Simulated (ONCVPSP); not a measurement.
**Sc (Z = 21): excitation energies, all-electron against ONCV**

```
Element                 : scandium (Sc)
Generator               : ONCVPSP 4.0.1
Type                    : optimised norm-conserving Vanderbilt (ONCV)
Functional              : LDA (Perdew-Wang 92)
Relativity              : scalar-relativistic
Frozen core             : [Ne]
Valence charge          : 11
Reference configuration : 3s2 3p6 3d1.5 4s1.5
Partial waves           : 3s+4s: rc 2.00 bohr, ncon 4, nbas 9, qcut 7.5 1/bohr, 3 projectors, debl 2.7 Ha; 3p: rc 1.30 bohr, ncon 3, nbas 7, qcut 9.9 1/bohr, 1 projector; 3d: rc 1.60 bohr, ncon 3, nbas 8, qcut 9.4 1/bohr, 2 projectors, debl 2.7 Ha
Local potential         : polynomial inside 0.90 bohr (lpopt 5, dvloc0 0 Ha)
Core correction         : Teter function, fcfact 2, rcfact 1.75
```

Energies are relative to the spin-unpolarised reference configuration 3s2 3p6 3d1.5 4s1.5; without spin polarisation the order of configurations can differ from experiment.

(1) Give the all-electron excitation energy and the error of the potential for: 3s2 3p6 3d1 4s2; 3s2 3p6 3d1 4s1; 3s2 3p6 3d1 4s0; 3s2 3p6 3d0 4s2.

Answers

(1)

```tsv
valence configuration	charge	ΔE all-electron (eV)	error AE − PS (meV)
3s2 3p6 3d1 4s2	0	-0.646	+2.9
3s2 3p6 3d1 4s1	+1	6.415	+1.7
3s2 3p6 3d1 4s0	+2	19.370	-0.7
3s2 3p6 3d0 4s2	+1	7.966	+54
```
